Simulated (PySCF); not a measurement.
Spinor energies of Dy³⁺ (dysprosium, charge +3)

Start: [Xe] 4f9; 4f5/2 filled at m_j = -5/2, -3/2, -1/2, +1/2, +3/2, +5/2; 4f7/2 filled at m_j = +3/2, +5/2, +7/2. Calculated with PySCF 2.14 in x2c-QZVPPall-2c: generalised Hartree-Fock with the X2C-1e Hamiltonian and a Gaussian nucleus; one run each with spin-orbit coupling (SO) switched off, then screened by Boettger's factors.

```
spinor shell  electrons  ε, spin-free (eV)  ε, screened SO (eV)  weight of nominal j (screened SO)  rms radius, screened SO (bohr)
       1s1/2          2           -54092.0             -54080.9                              1.000                          0.0240
       2s1/2          2            -9160.0              -9156.5                              1.000                          0.0971
       2p1/2          2            -8127.0              -8692.4                              1.000                          0.0830
       2p3/2          4            -8127.0              -7887.3                              1.000                          0.0896
       3s1/2          2            -2117.8              -2116.7                              1.000                           0.250
       3p1/2          2            -1794.3              -1914.1                              1.000                           0.241
       3p3/2          4            -1794.3              -1742.7                              1.000                           0.255
       3d3/2          4            -1376.5              -1398.8                              0.998                           0.228
       3d5/2          6            -1376.5              -1360.6                              0.998                           0.231
       4s1/2          2            -470.39              -470.02                              1.000                           0.563
       4p1/2          2            -361.15              -389.61                              0.987                           0.578
       4p3/2          4            -361.15              -348.68                              0.993                           0.607
       4d3/2          4            -209.02              -217.79                              0.801                           0.652
       4d5/2          6            -209.02              -202.86                              0.868                           0.660
       5s1/2          2            -89.412              -89.343                              1.000                            1.38
       5p1/2          2            -59.968              -64.271                              0.957                            1.52
       5p3/2          4            -59.968              -58.092                              0.979                            1.62
       4f5/2          6            -47.510              -47.109                              0.725                           0.878
       4f7/2          3            -47.510              -48.077                              0.800                           0.873
```

| quantity | spin-free | screened SO |
| --- | --- | --- |
| E (hartree) | -12147.34547 | -12156.34473 |
| M_J | 15/2 | 15/2 |
| ⟨J²⟩ | 63.763 | 63.773 |
| ⟨L²⟩ | 30.007 | 30.660 |
| ⟨S²⟩ | 8.756 | 8.598 |

Each row is a mean over spinors that exchange with the open shell spreads, by up to 16.266 eV (4d5/2).

Rows whose weight is well below 1 are mixtures of j = l ± 1/2: exchange outweighs spin-orbit coupling there, and the label is only the starting occupation.

Breit and QED terms are absent; they matter most for the inner s and p1/2 levels.

Densities and radii are taken from the X2C orbitals without a picture-change correction, which distorts them close to the nucleus.

Without spin-orbit coupling the j labels of p, d and f shells carry no meaning; the spin-free column gives the mean over the occupied spinors of each nl shell.
